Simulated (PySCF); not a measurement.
# How methods differ on the excitation energy of Mg

Mg [Ne] 3s2 (1S) → Mg [Ne] 3s1 4s1 (3S), as a difference of total energies. All numbers are calculated (PySCF 2.14, scalar relativity by spin-free X2C-1e, in aug-cc-pCVQZ-DK). Correlated levels: valence: [Ne] frozen; valence and next inner shell: 1s2 frozen; nothing frozen. The calculations carry no spin-orbit coupling.

Q: Order these methods by the excitation energy they give, lowest first.
A. MP2 (valence)
B. MP2 (all electrons)
C. BLYP
D. UHF

A: D (4.213 eV), A (4.826 eV), B (4.940 eV), C (5.109 eV).

For comparison: 5.108 eV (measured; NIST levels).
